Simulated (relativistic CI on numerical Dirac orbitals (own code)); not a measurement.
# Hyperfine structure of Gd XXXV, mass number 155

Calculated at this level of theory: Dirac-Coulomb-Breit CI, separate exchange-only KLI orbitals for each configuration, QED by a radiative potential, unscaled Slater integrals (own radial code, finite nucleus).

CI space (outside the closed core [Ar] 3d10): 4s2, 4s 4p, 4p2, 4s 4d, 4d2, 4s 4f, 4p 4d, 4f2, 4p 4f, 4d 4f, 4s 5s, 4s 5p, 4s 5d, 4s 5f, 4s 5g, 4s 6s. Levels of other configurations are missing.

Nuclear spin I = 3/2, μ = -0.2591 μN, Q = 1.27 b (tables of Stone and Pyykkö). The electronic factors are computed for point nuclear moments, without core polarisation or the Bohr-Weisskopf and QED corrections.

```json
{"Level": "4s 4p 3P°_1", "E (cm⁻¹)": "564718", "A (MHz)": "-87260", "B (MHz)": "-22400"}
{"Level": "4s 4p 3P°_2", "E (cm⁻¹)": "893204", "A (MHz)": "-39300", "B (MHz)": "83800"}
{"Level": "4s 4p 1P°_1", "E (cm⁻¹)": "1015634", "A (MHz)": "23730", "B (MHz)": "63300"}
{"Level": "4p2 3P_1", "E (cm⁻¹)": "1541105", "A (MHz)": "3605", "B (MHz)": "42000"}
{"Level": "4p2 1D_2", "E (cm⁻¹)": "1548509", "A (MHz)": "-14750", "B (MHz)": "76700"}
{"Level": "4p2 3P_2", "E (cm⁻¹)": "1881730", "A (MHz)": "-15670", "B (MHz)": "-15400"}
{"Level": "4s 4d 3D_1", "E (cm⁻¹)": "1898067", "A (MHz)": "31440", "B (MHz)": "6930"}
{"Level": "4s 4d 3D_2", "E (cm⁻¹)": "1928160", "A (MHz)": "-12400", "B (MHz)": "11500"}
```

Levels with J = 0, under 50 % of one LS term, or S terms without an open s electron are left out. Small factors come from cancelling terms and can be off by tens of per cent or more.

At this charge energies of transitions that change n are usually good to better than 1 %, and those within a shell (Δn = 0) to a few per cent.

Problem. Give the hyperfine levels of 4s 4p 3P°_1 relative to its centre of gravity.

Solution. With K = F(F + 1) − I(I + 1) − J(J + 1), E = AK/2 + B[¾K(K + 1) − I(I + 1)J(J + 1)]/[2I(2I − 1)J(2J − 1)]: F = 1/2: 190100, F = 3/2: 109700, F = 5/2: -136500 MHz.

LS names give the leading component of a level, which can be under half, so a name can repeat, a term be missing and a line seem to break the LS rules.
